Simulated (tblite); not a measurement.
A tight-binding relaxation on `C[C@@H]1[C@@H]([SiH3])P1N(C)C`.

Computed with GFN2-xTB geometry optimisation, gas phase (tblite 0.8.0). Start geometry: from a force field or distance geometry. The input is one job of a driver script: a line of settings, then coordinates in Å.

Command:
```bash
OMP_NUM_THREADS=1 python probes_run.py task.json out
```

Input:
```
{"job": {"kind": "relax", "xc": "GFN2-xTB", "basis": "xTB"}, "charge": 0, "multiplicity": 1}
C     -2.131100    -2.039100     0.213900
C     -1.295100    -0.829100     0.566500
C     -1.381900     0.267600    -0.466500
Si    -1.697300     1.939500     0.256000
P      0.210300    -0.567500    -0.456400
N      1.684000     0.098700     0.247300
C      2.730000    -0.908600     0.062600
C      2.126000     1.251700    -0.535000
H     -1.603600    -2.534900    -0.635900
H     -3.134800    -1.628900    -0.101800
H     -2.217400    -2.706000     1.085200
H     -1.288900    -0.493300     1.635000
H     -2.057300     0.036600    -1.331000
H     -2.536400     2.709900    -0.674000
H     -2.546000     1.722100     1.462600
H     -0.496500     2.665900     0.653400
H      2.898500    -0.971800    -1.028800
H      2.356700    -1.905000     0.381900
H      3.668200    -0.652000     0.581300
H      3.146600     1.092200    -0.960900
H      2.118600     2.178900     0.061000
H      1.436900     1.292500    -1.418100
```

Output:
```
step      E/eV     max force
  0    -678.80145    3.165
  1    -679.07622    1.655
  2    -679.23807    0.768
  3    -679.30093    0.965
  4    -679.37509    0.885
  5    -679.43960    0.545
  6    -679.49701    0.469
  7    -679.54115    0.558
  8    -679.58351    0.556
  9    -679.62216    0.570
... (119 lines left out)
129    -680.28634    0.028
130    -680.28647    0.026
131    -680.28663    0.032
132    -680.28679    0.026
133    -680.28690    0.020
134    -680.28697    0.019
135    -680.28702    0.023
136    -680.28707    0.017
137    -680.28711    0.012
138    -680.28715    0.008
```

«max force» is the largest atomic force in eV/Å.

Summary of the converged run: energy lowered by 34.3 kcal/mol over 138 steps; largest atomic force 0.008 eV/Å at the end.

Hardware: an Arm Neoverse V1 with one thread, no GPU, shared host. Cost: 1.3 s of wall time.
Labels such as C1 count atoms from 1, the log's own numbers from 0.
